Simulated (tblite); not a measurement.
AsF2 (SMILES F[As]F), doublet, geometry from GFN2-xTB; GFN1-xTB with ALPB(water) in tblite 0.6.0.

Here is a job for tblite.
```
$ tblite run mol.xyz --method gfn1 --charge 0 --spin 1 --alpb water --json tblite.json --no-restart

# file mol.xyz
3

F     -1.22363536    -0.84799539     0.05148653
As    -0.02211217     0.42725140    -0.01934179
F      1.30471333    -0.71859307     0.01943336
```

Task: What does tblite print? Leave out banner, timings and long lists.

Result: 
```
xTB calculator
 | screened Coulomb repulsion
 | Coulomb electrostatics
 |  * isotropic Klopman-Ohno-Mataga-Nishimoto electrostatics
 |  * onsite third-order electrostatics
 | DFT-D3(BJ) dispersion correction
 | Interactions (3)
 | [1] alpb/gbsa reaction field model
 | [2] cds contribution to solvation
 | [3] empirical free energy shift and standard state/solvent correction

halogen bonding energy    0.0000000000000E+00 Eh
repulsion energy          3.7339712983534E-03 Eh
dispersion energy        -3.8962650167412E-04 Eh
interaction energy        1.6302921676643E-03 Eh
number of electrons       1.9000000000000E+01 e
integral cutoff           3.1748705921966E+01 bohr

------------------------------------------------------------
  cycle        total energy    energy error   density error
------------------------------------------------------------
      1     -12.14047217036  -1.2145447E+01   7.0257996E-01
      2     -11.43450370318   7.0596847E-01   7.6978046E-01
      3     -12.41364210185  -9.7913840E-01   4.3413025E-01
      4     -12.64323953335  -2.2959743E-01   2.9735317E-02
      5     -12.64476802124  -1.5284879E-03   1.7505546E-02
      6     -12.64513481338  -3.6679214E-04   3.2473995E-03
      7     -12.64515247725  -1.7663871E-05   5.0056864E-04
      8     -12.64515294011  -4.6285863E-07   1.3545345E-05
------------------------------------------------------------

electronic energy        -1.2650127577073E+01 Eh
total energy             -1.2645152940109E+01 Eh

Post processing:
 | Mayer-Wiberg bond orders

[Info] JSON dump of results written to 'tblite.json'
```
